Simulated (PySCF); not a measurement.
**Electron correlation in B (boron, neutral)**

[He] 2s2 2p1, 2P determinant. Computed with PySCF 2.14 in x2c-TZVPall, with scalar relativity by spin-free X2C-1e. Frozen: 1s2; 3 electrons correlated.

MP2 pair energies summed by pair of shells (mhartree):

```
 pair  energy  share (%)
2s-2s  -24.40       56.1
2s-2p  -19.11       43.9
```

Total MP2 correlation energy: -43.51 mhartree.

Same-spin part -3.13 and opposite-spin part -40.38 mhartree; SCS-MP2 scales them by 1/3 and 6/5 to -49.50 mhartree.

```json
{"level": "CCSD", "correlation energy (mhartree)": "-64.26"}
{"level": "(T)", "correlation energy (mhartree)": "-1.31"}
{"level": "CCSD(T)", "correlation energy (mhartree)": "-65.57"}
```

Diagnostics: T1 = 0.014, D1 = 0.0259, largest double amplitude 0.107.

Task: Is a single reference adequate?

Result: Mostly. T1 lies below 0.03, but a double amplitude of this size points to a near-degeneracy that CCSD handles and MP2 describes poorly.
